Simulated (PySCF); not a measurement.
Species: C3H3BrO.
SMILES with atom numbers: `[OH:1][C@H:2]1[CH:3]=[C:4]1[Br:5]` (hydrogens: H6 on O1; H7 on C2; H8 on C3)

Method: PBE0-D3(BJ)/def2-SVP geometry optimisation, gas phase (PySCF 2.14.0); density fitting, grid level 1; the optimiser is geomeTRIC in internal coordinates, started from a GFN2-xTB structure with every atom displaced at random (about 0.01 Å).

Geometry at step 3:
```
atom  x, y, z in Å
O1     -1.1379   -0.1915    1.1512
C2     -0.3796    0.3763    0.1308
C3      1.1133    0.3097    0.2157
C4      0.5463   -0.4312   -0.6974
Br5     0.7872   -1.5762   -2.1195
H6     -1.9860   -0.4425    0.7696
H7     -0.8564    1.2738   -0.2960
H8      1.9691    0.6505    0.7858
```

Q: Give the atomic forces at this geometry.

A: 
```tsv
atom	Fx (eV/Å)	Fy (eV/Å)	Fz (eV/Å)
O1	0.196	-0.047	-0.199
C2	-0.025	-0.059	0.063
C3	-0.466	-0.262	0.063
C4	0.256	0.290	0.044
Br5	-0.071	-0.070	0.062
H6	-0.043	0.009	0.059
H7	-0.010	0.083	-0.052
H8	0.163	0.057	-0.039
```

The largest, 0.54 eV/Å, acts on C3; the rms over all components is 0.157 eV/Å. The forces sum to zero within rounding, as they must for an isolated molecule in no field.

Q: Give the force on C3 in Eh/bohr and in nN.

A: 0.538 eV/Å ÷ 51.422 = 0.01046 Eh/bohr, and 0.538 eV/Å × 1.602 = 0.86 nN.

Q: How far is this geometry from the end of the optimisation?

A: 0.022 eV above it, and 0.080 Å rms away after alignment. The bonds farthest from their final lengths, with half the difference of the two atoms' forces along the bond (positive lengthens):

```json
{"bond": "C2–C3", "now (Å)": "1.497", "final (Å)": "1.491", "force along bond (eV/Å)": "-0.21"}
{"bond": "O1–C2", "now (Å)": "1.392", "final (Å)": "1.387", "force along bond (eV/Å)": "-0.16"}
{"bond": "C3–H8", "now (Å)": "1.083", "final (Å)": "1.087", "force along bond (eV/Å)": "+0.27"}
{"bond": "C2–H7", "now (Å)": "1.102", "final (Å)": "1.104", "force along bond (eV/Å)": "+0.08"}
{"bond": "C3=C4", "now (Å)": "1.305", "final (Å)": "1.303", "force along bond (eV/Å)": "-0.31"}
{"bond": "C2–C4", "now (Å)": "1.482", "final (Å)": "1.480", "force along bond (eV/Å)": "0.00"}
```

The angle farthest from its final value is C2–C3–H8, 143.5° against 145.4°.

The cost below is that of the whole optimisation. On an AMD EPYC 9R14 with one thread, no GPU (shared host), this took 42 s of wall time and 0.44 GiB of memory at its peak.
